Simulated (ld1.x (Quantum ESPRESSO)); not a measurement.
**Pseudopotential generation for tungsten: TM, PBE, fully relativistic.**

```json
{"Element": "W (Z = 74)", "Generator": "ld1.x (Quantum ESPRESSO) 7.5", "Type": "norm-conserving Troullier–Martins (Kleinman–Bylander form)", "Functional": "PBE", "Relativity": "fully relativistic", "Frozen core": "[Xe] 4f14", "Valence charge": "6", "Reference configuration": "5d4 6s1 6p1", "Partial waves": "6p (bound): rc 3.80 bohr; 5d (bound): rc 2.50 bohr; 6s (bound): rc 2.85 bohr", "Local potential": "the s channel", "Core correction": "none"}
```

Open shells are filled in proportion to 2j + 1 (rel_dist='average').

Poles of the logarithmic derivatives, all-electron (AE) and pseudo (PS). s: poles at -0.2, 2.9 (AE) and -0.2, 2.5 (PS) Ry. p1/2: poles at 0.4, 3.7 (AE) and 0.4, 3.3 (PS) Ry. p3/2: poles at 0.6, 4.0 (AE) and 0.6, 3.3 (PS) Ry. d3/2: poles at -0.4, 1.9 (AE) and -0.4, 2.0 (PS) Ry. d5/2: poles at -0.3, 1.9 (AE) and -0.3, 2.1 (PS) Ry. Test radius 4.12 bohr.

- Cutoffs needed: 30 Ry and 35 Ry (the cutoffs (Ry, on a coarse ladder) from which the occupation-weighted sum of valence levels, in a spherical-Bessel basis at the reference potential, stays within 10 and 1 mRy of its value at 400 Ry)
- Ghost test: no extra level below or beside the all-electron valence levels (p1/2, p3/2, d3/2, d5/2, s, f tested) (spherical-Bessel basis up to 400 Ry, 20 bohr box)
- Largest excitation error: +140 meV (all-electron minus pseudo) for 5d2 6s0 6p0, out of 7 test configurations
